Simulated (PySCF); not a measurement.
imidazole (C3H4N2), SMILES c1c[nH]cn1. The structure is a stationary point at PBE0-D3(BJ)/def2-SVP.

Computed equilibrium geometry at PBE0-D3(BJ)/def2-SVP (PySCF confirms it by a frequency run) as a Z-matrix, and its point group:
point group Cs.
```
N
H 1 1.0112
C 1 1.3601 2 126.47
N 3 1.3091 1 111.62 2 180.00
C 4 1.3667 3 105.56 1 0.00
C 1 1.3710 2 126.19 3 180.00
H 6 1.0869 1 122.49 2 0.00
H 5 1.0894 4 121.80 3 180.00
H 3 1.0903 4 126.07 5 180.00
```
Charge 0, spin multiplicity 1.
